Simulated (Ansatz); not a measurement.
Basis sets compared for the cluster Se₅⁺. Total charge 1; doublet. Geometry r2SCAN-D4/def2-SVP. Ansatz on 4 threads of AMD EPYC 7B13 on a shared host; times are rough, and most runs start from earlier orbitals.

Cartesian coordinates in Å:
```
Se -0.623 0.807 1.119
Se -2.339 -2.333 0.231
Se 2.237 0.743 -1.322
Se -0.612 -1.116 -0.321
Se 1.337 1.900 0.293
```

At PBE0-D4/def2-SVP, PBE0-D4/def2-TZVP the charge 1 doublet is spin-contaminated (final ⟨S²⟩ up to 1.02, 0.75 for a pure state). Another isomer (doublet) lies 1.12 eV lower at PBE0-D4/def2-TZVP; other spin states weren't run for this one.

| level | functions | energy (Eh) | HOMO (eV) | LUMO (eV) | wall time |
| --- | --- | --- | --- | --- | --- |
| PBE-D4/def2-SVP | 160 | -12004.3090 | -10.40 | -9.81 | 3.2 s |
| PBE0-D4/def2-SVP | 160 | -12004.6483 | -11.41 | -9.39 | 7.5 s |

(1) Estimate the rows for PBE-D4/def2-TZVP (with forces), PBE0-D4/def2-TZVP.

Results:

(1) 
```tsv
level	functions	energy (Eh)	HOMO (eV)	LUMO (eV)	wall time
PBE-D4/def2-TZVP (with forces)	240	-12005.7827	-10.36	-9.75	6.5 s
PBE0-D4/def2-TZVP	240	-12006.1260	-11.33	-9.28	16 s
```
